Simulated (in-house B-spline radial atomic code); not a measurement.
Ga2+ is squeezed into an impenetrable sphere of radius R (the orbitals vanish at R). Level of theory: Dirac-Kohn-Sham LDA VWN5, spherical fractional occupations, Fermi nucleus of rms radius 3.9973 fm; calculated with a radial B-spline atomic code at the basis-set limit.

Energies in eV above the free ion in [Ar] 3d10 4s1:

```csv
R (bohr),highest level (eV),[Ar] 3d10 4s1,[Ar] 3d10 4d1,[Ne] 3s2 3p5 3d10 4s1 4d1
7.8,-26.5,0.0002174,18.78,116.8
6.21,-26.5,0.008777,19.48,117.4
4.93,-26.2,0.143,21.68,119.2
4.44,-25.9,0.3947,23.59,121
3.86,-24.8,1.277,27.62,125.1
3.07,-19.7,6.341,40.45,140
2.69,-13,14.21,54.34,157.5
2.16,10.9,48.25,99.99,218.4
1.78,57.7,131,191.6,342.5
1.31,243,573.9,626.9,910.9
```

Question: Does [Ar] 3d10 4d1 fall below [Ar] 3d10 4s1 under compression?

Answer: No, it stays above over the whole range.

Question: Does [Ne] 3s2 3p5 3d10 4s1 4d1 fall below [Ar] 3d10 4s1 under compression?

Answer: No, it stays above over the whole range.

The highest level is first positive in the row R = 2.16 bohr, pushed up by confinement above the zero of the free ion's potential. Each configuration is held fixed and needn't be the lowest in the sphere.
